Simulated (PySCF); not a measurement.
Computed shifts of a molecule C5H9Cl, PBE/pcSseg-1 (PySCF), GIAO, gas phase, equivalent atoms averaged, in ppm (number of nuclei): ¹³C: 65.8 (1), 24.9 (1), 22.7 (1), 20.3 (1), 19.2 (1). ¹H: 4.17 (1), 3.01 (1), 1.50 (3), 0.88 (1), 0.79 (1), 0.71 (1), 0.68 (1). References: ¹³C against TMS (σ = 182.0 ppm); ³⁵Cl against HCl (σ = 936.5 ppm); ¹H against TMS (σ = 31.49 ppm), references at their B3LYP-D3(BJ)/def2-TZVP geometries, non-relativistic (without spin–orbit terms, shifts of atoms bonded to Cl or Br come out too high). Geometry optimised at PBE0-D3(BJ)/def2-SVP. One conformer was computed; it need not be the lowest.

### Question
Identify the compound among the candidates.
A. C/C=C/CCCl
B. CC1(CCl)CC1
C. CC1(C)C[C@H]1Cl
D. C[C@@H]1C[C@@H]1CCl

### Answer
B, CC1(CCl)CC1
